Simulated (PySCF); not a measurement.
**Structure elucidation problem**

An unknown has the formula C$_{6}$H$_{7}$F$_{3}$Si. Its calculated NMR data are:

1H NMR (400 MHz, computed): δ 5.92 (m, 1H), 5.36 (m, 1H), 3.05 (m, 1H), 2.72 (m, 1H), 1.96 (m, 1H), 1.13 (m, 1H), 0.75 (m, 1H).

13C{1H} NMR (computed): δ 161.2, 136.2, 134.9, 114.7, 20.1, 3.0.

PySCF 2.14 calculation with geometry: PBE0-D3(BJ)/def2-SVP and GIAO PBE/pcSseg-1 shieldings; one computed conformer, non-relativistic Hamiltonian, no solvent model.

References, each an isolated molecule treated in the same way: TMS for 1H, 13C.

Which candidate is it?
A. C#C[Si@@H]1CC[C@H]1C(F)(F)F
B. FC(F)=C(F)/C=C\[C@@H]1C[SiH2]1
C. C#C[Si@@H]1CC[C@@H]1C(F)(F)F
D. FC(F)=C(F)/C=C/[C@@H]1C[SiH2]1
E. CC1=C(C(F)(F)F)C=C[SiH2]1

Answers

D. 

- The formula gives 3 degrees of unsaturation (1 ring in the answer).
- 6 carbon signals for 6 carbons: no two carbons are equivalent.
- Carbon types of the structure: 2 × C, 3 × CH, 1 × CH2, leaving 2 H on heteroatoms.
- δC 161.2, 134.9: fully substituted alkene carbon; the olefinic region.
- δC 136.2, 114.7: alkene CH; the olefinic region.
- δC 20.1, 3.0: three-membered-ring carbon; carbons of three-membered rings are unusually shielded.
- δH 5.92, 5.36: hydrogen on an alkene CH; a vinylic proton, deshielded by the sp2 carbon and the C=C anisotropy.
- δH 1.96, 1.13, 0.75: hydrogen on a three-membered-ring carbon.

The others: C#C[Si@@H]1CC[C@@H]1C(F)(F)F has carbons computed at 139.7, 105.1, 84.2, 37.5, 24.4, 15.7, with a different DEPT pattern; FC(F)=C(F)/C=C\[C@@H]1C[SiH2]1 has carbons computed at 162.1, 138.7, 137.8, 112.1, 16.5, 4.4; C#C[Si@@H]1CC[C@H]1C(F)(F)F has carbons computed at 139.7, 104.6, 85.4, 37.8, 26.5, 14.8, with a different DEPT pattern; CC1=C(C(F)(F)F)C=C[SiH2]1 would give 4 signals for carbon-bound and other non-exchanging H, not 7.

Splittings by 19F in the carbon and heteronuclear signals aren't shown, as no couplings were computed. Shifts are as computed. Against solution values, carbons near 30 ppm lie about +2 ppm off and those near 130 ppm about +2 ppm. Of 1211 compounds with measured shifts, 218 miss one by over three times the rms of a fit or turn the order of signals round; such compounds aren't used in these exercises. No couplings were computed; multiplicities are counted from neighbouring protons, with m where these are inequivalent, close in shift, in a saturated or five-membered ring or joined by F or P, and br s for small geminal =CH2 splittings.
